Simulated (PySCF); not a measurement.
Deuteron quadrupole couplings in `C(=C1CC1)[C@H]1CO[SiH2]1`

C₆H₁₀OSi.
Cartesian coordinates in Å at the GFN2-xTB level; atoms count from 1:
```
atom  x, y, z in Å
C1     0.202    0.637   -0.012
C2     1.444    0.215    0.023
C3     2.875    0.492   -0.121
C4     2.374   -0.900    0.214
C5    -0.978   -0.233    0.207
C6    -2.135    0.404    0.988
O7    -3.190    0.320    0.022
Si8   -2.298   -0.357   -1.193
H9    -0.009    1.677   -0.236
H10    3.274    0.670   -1.111
H11    3.377    1.057    0.652
H12    2.434   -1.666   -0.547
H13    2.541   -1.276    1.215
H14   -0.669   -1.188    0.630
H15   -1.965    1.452    1.244
H16   -2.426   -0.143    1.886
H17   -2.748   -1.696   -1.545
H18   -2.114    0.541   -2.326
```

Level: PBE0/pcSseg-1 (PySCF, non-relativistic); Q(2H) = 0.00286 b; rigid geometry, the same for H and D, with no vibrational averaging.

Question: Rank these positions by the coupling χzz of a deuteron there, largest first.
A. H15 (methylene hydrogen)
B. H14 (methine hydrogen)
C. H10 (methylene hydrogen)
D. H9 (vinylic hydrogen)
E. H18 (Si–H hydrogen)

Answer: C (221 kHz), D (216 kHz), B (211 kHz), A (200 kHz), E (110 kHz).

Q: Tabulate Vzz, the asymmetry η and χzz = 234.96 MHz × Q × Vzz for every hydrogen position.

A: 
```csv
atom,bonded to,bond length (Å),Vzz (au),η,χzz (kHz)
H9,C1,1.084,0.3213,0.07,216
H10,C3,1.081,0.3292,0.07,221
H11,C3,1.081,0.3292,0.07,221
H12,C4,1.081,0.3295,0.07,221
H13,C4,1.081,0.3295,0.07,221
H14,C5,1.089,0.3138,0.06,211
H15,C6,1.091,0.2978,0.03,200
H16,C6,1.091,0.3006,0.04,202
H17,Si8,1.456,0.1640,0.02,110
H18,Si8,1.457,0.1630,0.01,110
```

Q: Average by the element that carries the hydrogen.

A: on C: 214 kHz over 8 positions, mean bond length 1.085 Å; on Si: 110 kHz over 2 positions, mean bond length 1.457 Å.

The structure is a single GFN2-xTB conformer in the gas phase; no vibrational or solvent corrections. GFN2-xTB bond lengths can be off by several hundredths of an ångström, more for odd bonds, and the gradients follow them. The basis is small and wasn't made for field gradients, so the couplings can be 20 % off.
